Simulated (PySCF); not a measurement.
**Working out the ionisation energy of V**

V [Ar] 3d3 4s2 (4F) → V⁺ [Ar] 3d4 (5D). Computed with PySCF 2.14 in def2-SVP (5s3p2d1f, 31 functions), with the non-relativistic Hamiltonian (point nucleus). Frozen: [Ar]. Energies in hartree (1 hartree = 27.21139 eV):

| part | V (lower) | V⁺ (upper) |
| --- | --- | --- |
| UHF | -942.752233 | -942.530043 |
| MP2 opposite-spin | -0.022763 | 0.000000 |
| MP2 same-spin | -0.014821 | -0.030589 |

Question: What does Hartree-Fock give?

Answer: (-942.530043) − (-942.752233) = 0.222190 hartree = 6.046 eV.

Question: What do MP2 and SCS-MP2 (6/5 opposite-spin, 1/3 same-spin) give?

Answer: The opposite-spin parts differ by 0.619 eV and the same-spin parts by -0.429 eV. MP2: 6.046 + (0.619) + (-0.429) = 6.236 eV. SCS-MP2: 6.046 + 1.2 × (0.619) + (-0.429)/3 = 6.646 eV.

Measured between the centres of the two terms (NIST): 6.732 eV, so MP2 (valence) is off by -0.496 eV.

The calculation is non-relativistic.

A double-zeta basis recovers only part of the correlation energy.

What remains against the reference includes basis incompleteness, the frozen core and correlation beyond second order.
